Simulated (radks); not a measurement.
Values are calculated unless marked as measured or tabulated.
Coulomb parameter of the 4d shell of the technetium ion Tc+ in the model configuration [Kr] 4d4 5s1 5p1, as a second difference U = [E(n + 0.5) + E(n - 0.5) - 2 E(n)] / (0.5)^2 with all orbitals relaxed. "Bare": the charge of the atom changes with n. "Screened": the 5p shell takes up the change at fixed total charge, which measures U(4d,4d) + U(5p,5p) - 2 U(4d,5p). Code: a radial shooting solver on a logarithmic mesh with Libxc functionals. Model: scalar-relativistic Kohn-Sham, r2SCAN, spin-unpolarised, spherical densities, finite nucleus; meta-GGA in the generalised Kohn-Sham scheme; Fermi nuclear charge, rms radius 4.4112 fm.

case                  configuration  E - E(n) (eV)
start              [Kr] 4d4 5s1 5p1          0.000
bare +0.5        [Kr] 4d4.5 5s1 5p1         -7.752
bare -0.5        [Kr] 4d3.5 5s1 5p1         10.520
screened +0.5  [Kr] 4d4.5 5s1 5p0.5         -4.669
screened -0.5  [Kr] 4d3.5 5s1 5p1.5          5.299

U(bare) = 11.069 eV, U(screened by 5p) = 2.518 eV, against the Slater integral F0(4d,4d) = 15.641 eV with frozen orbitals.
